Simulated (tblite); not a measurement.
Compound: C₆H₁₀BClO.
SMILES with atom numbers: `[CH3:1][C:2]#[C:3][BH:4][C@H:5]([CH2:6][Cl:7])[O:8][CH3:9]` (hydrogens: H10, H11, H12 on C1; H13 on B4; H14 on C5; H15, H16 on C6; H17, H18, H19 on C9)

Structure used (GFN2-xTB), in Å, numbered top down from 1:
```
atom  x, y, z in Å
C1     4.0386    0.0939   -0.8067
C2     2.7669   -0.1001   -0.1559
C3     1.7006   -0.2677    0.3925
B4     0.3835   -0.4912    1.0550
C5    -0.9543   -0.2609    0.2038
C6    -0.9234    1.0728   -0.5581
Cl7   -1.8353    1.0459   -2.1018
O8    -2.0922   -0.3796    1.0402
C9    -3.3183   -0.5573    0.3723
H10    3.9045    0.2244   -1.8805
H11    4.6813   -0.7678   -0.6273
H12    4.5257    0.9799   -0.3991
H13    0.3073   -0.8698    2.1562
H14   -0.9783   -1.0726   -0.5500
H15    0.0979    1.3359   -0.8278
H16   -1.3628    1.8580    0.0567
H17   -3.2644   -1.3863   -0.3444
H18   -3.6355    0.3454   -0.1595
H19   -4.0518   -0.7936    1.1421
```

Level: GFN2-xTB in tblite, geometry and Hessian alike; calculated harmonic values, unscaled, isolated species. The method is semi-empirical: single wavenumbers can be off by several per cent or more. Modes of hydrogen on boron can be 10 to 20 % off. One conformer, not necessarily the lowest. The optimisation stopped once no atom felt more than 0.01 eV/Å.

Lowest wavenumbers of the output (negative numbers stand for imaginary wavenumbers):
```
mode    cm-1
  1     -27.8
  2      28.8
  3      43.6
  4      93.6
  5      98.0
  6     173.0
  7     180.7
  8     202.2
  9     221.7
 10     286.8
 11     302.1
 12     361.9
 13     365.9
 14     404.5
 15     498.1
```

Q: Is this structure a minimum?

A: Not by this Hessian. 1 mode is imaginary beyond 20i (28i cm⁻¹), so at this level the point lies at or near a first-order saddle. The curvature is small, so loose convergence or finite differences may be the whole cause.

Q: Which atoms move in the imaginary mode?

A: 28i: H12 (methyl hydrogen) 34 %, H11 (methyl hydrogen) 34 %, H10 (methyl hydrogen) 31 %. These are shares of the mass-weighted motion.

Q: What is the remedy?

A: Step along that mode in both directions, optimise again with tighter thresholds and repeat the frequencies. The zero-point energy of this point (90.6 kcal/mol) counts the 50 real modes alone, and thermal corrections from it aren't those of a minimum.
